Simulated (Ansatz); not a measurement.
Q: Name a neutral molecule of Br, Ge with vertical ionisation energy (CCSD(T)/def2-TZVPP) between 9.60 and 9.90 eV and HOMO energy (PBE0/def2-TZVPP) between -8.05 and -7.75 eV (Ansatz, PBE0-D4/def2-TZVP geometry).

A: `[Br][Ge][Br]` (9.83 eV, -7.79 eV). Other molecules can fit too; these were computed, each in one conformer that needn't be the lowest.
